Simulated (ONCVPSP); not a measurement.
**Which change was made? (Zr, ONCV)**

Zr (Z = 40), optimised norm-conserving Vanderbilt (ONCV), made with ONCVPSP 4.0.1 (PBE, scalar-relativistic). Core [Ar] 3d10, reference 4s2 4p6 4d2 5s1.5 5p0.5. Waves: 4s+5s: rc 1.85 bohr, ncon 3, nbas 6, qcut 5.8 1/bohr, 2 projectors; 4p+5p: rc 2.35 bohr, ncon 3, nbas 6, qcut 6.8 1/bohr, 2 projectors; 4d: rc 2.50 bohr, ncon 4, nbas 8, qcut 5.7 1/bohr, 3 projectors, debl 3.5 Ha. Local part: polynomial inside 1.55 bohr (lpopt 5, dvloc0 6 Ha). Core correction: polynomial model core, fcfact 0.25.

Cutoffs, loose and tight: the cutoffs (Ha) at which the residual kinetic energy of the hardest occupied pseudo-wave falls to 1 and 0.1 mHa per electron. They do not see the model core or the augmentation charge, which bear on the density cutoff. Test errors are all-electron minus pseudo excitation energies from the reference, over the configurations 4s2 4p6 4d2 5s2 5p0; 4s2 4p6 4d2 5s1 5p0; 4s2 4p6 4d2 5s0 5p0; 4s2 4p6 4d1 5s2 5p0; variants that change the core or the reference have their own tests.

The base gives: outcome: generated; cutoff, loose: 12 Ha; cutoff, tight: 15 Ha; bound ghosts: none; GHOST(+) flags above zero: none; largest test error (meV): +8.0.

Q: After one change the result is: outcome: generated; cutoff, loose: 9.3 Ha; cutoff, tight: 11 Ha; bound ghosts: none; GHOST(+) flags above zero: none; largest test error (meV): +33. Which change was it?
A. all radii but the core radius scaled by about 1.14 (s 2.10, p 2.68, d 2.84 bohr); local potential polynomial inside 1.76 bohr (lpopt 5, dvloc0 6 Ha)
B. all radii but the core radius scaled by about 1.33 (s 2.46, p 3.12, d 3.32 bohr); local potential polynomial inside 2.06 bohr (lpopt 5, dvloc0 6 Ha)
C. all radii but the core radius scaled by about 0.92 (s 1.70, p 2.16, d 2.30 bohr); local potential polynomial inside 1.42 bohr (lpopt 5, dvloc0 6 Ha)

A: B. The others give: all radii but the core radius scaled by about 0.92 (s 1.70, p 2.16, d 2.30 bohr); local potential polynomial inside 1.42 bohr (lpopt 5, dvloc0 6 Ha) → outcome: generated; cutoff, loose: 14 Ha; cutoff, tight: 17 Ha; bound ghosts: none; GHOST(+) flags above zero: none; largest test error (meV): -5.3 | all radii but the core radius scaled by about 1.14 (s 2.10, p 2.68, d 2.84 bohr); local potential polynomial inside 1.76 bohr (lpopt 5, dvloc0 6 Ha) → outcome: generated; cutoff, loose: 10 Ha; cutoff, tight: 13 Ha; bound ghosts: none; GHOST(+) flags above zero: none; largest test error (meV): +16.
